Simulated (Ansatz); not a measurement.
Isomers of Al$_{5}$F$_{3}$⁺ (doublet), relaxed with PBE-D4/def2-SVP; total energies from Ansatz at PBE0-D4/def2-TZVP.

| isomer | description | energy (Eh) |
| --- | --- | --- |
| A | point group not assigned; 6 × Al–F 1.86 to 1.94 Å; 2 × Al–Al 2.74 to 2.79 Å | -1510.97703 |
| B | point group not assigned; 6 × Al–F 1.80 to 2.01 Å; 4 × Al–Al 2.60 to 2.84 Å | -1510.98646 |
| C | point group not assigned; 6 × Al–F 1.81 to 2.03 Å; 3 × Al–Al 2.78 to 2.86 Å | -1510.98428 |

The isomers come from a short search, and lower ones may exist.

Work out the relative energies (1 Eh = 2625.5 kJ/mol) and the Boltzmann populations at 298 K from electronic energies alone (R = 8.314 J/mol/K).

ΔE: A 24.8, B 0.0, C 5.7 kJ/mol. RT = 2.48 kJ/mol. Factors exp(−ΔE/RT): A 4.54e-05, B 1, C 0.1; sum 1.100. Populations: A 0.0 %, B 90.9 %, C 9.1 %. Zero-point energy, vibrational entropy and symmetry numbers are left out and can shift these; an error of 4 kJ/mol changes a ratio by a factor of 5.0. Over the other density-functional and correlated levels in def2 sets, the gap between B and C ranges from -26 to 19 kJ/mol.
